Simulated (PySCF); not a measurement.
C3H8OSi2, SMILES O[Si@@H]1CC=C[SiH2]1. Atoms are numbered in the order given.

```xyz
14

O     -2.2947    -0.4329     0.3694
Si    -0.9299    -0.3223    -0.6024
C      0.4243    -1.5867    -0.1305
C      1.5569    -0.9093     0.6117
C      1.7227     0.4275     0.6943
Si     0.4453     1.5281    -0.1463
H     -2.2345    -0.0306     1.2434
H     -1.4195    -0.5435    -1.9879
H     -0.0032    -2.4094     0.4707
H      0.8165    -2.0706    -1.0455
H      2.2888    -1.5731     1.0938
H      2.5899     0.8135     1.2425
H     -0.1208     2.5522     0.7862
H      1.0009     2.2534    -1.3294
```
Charge 0, spin multiplicity 1.

Geometry optimised at B3LYP-D3(BJ)/def2-SVP. The structure was generated by enumeration; whether it is a known compound was not checked. Other conformers were not sampled.

Calculation: PBE/def2-TZVP (PySCF).

ESP charges are fitted to the potential on shells at 1.4 to 2.0 van der Waals radii. Atomic charges (e):

| atom | meta-Löwdin | ESP fit |
|---|---|---|
| O1 | -0.72 | -0.61 |
| Si2 | 0.73 | 0.38 |
| C3 | -0.47 | -0.06 |
| C4 | -0.08 | -0.17 |
| C5 | -0.36 | -0.22 |
| Si6 | 0.26 | 0.05 |
| H7 | 0.35 | 0.41 |
| H8 | -0.09 | -0.07 |
| H9 | 0.13 | 0.06 |
| H10 | 0.14 | 0.06 |
| H11 | 0.12 | 0.11 |
| H12 | 0.13 | 0.14 |
| H13 | -0.07 | -0.04 |
| H14 | -0.07 | -0.03 |

Computed Mayer and Wiberg (Löwdin basis) orders of the bonds:
```
bond     Mayer  Wiberg
-------  -----  ------
O1–Si2    1.22    1.66
Si2–C3    0.94    1.07
C3–C4     1.00    1.26
C4–C5     1.88    2.04
Si2–Si6   0.94    1.01
C5–Si6    1.02    1.15
O1–H7     0.88    1.02
Si2–H8    0.93    0.90
C3–H9     0.93    0.84
C3–H10    0.91    0.83
C4–H11    0.93    0.83
C5–H12    0.92    0.84
Si6–H13   0.93    0.92
Si6–H14   0.92    0.92
```
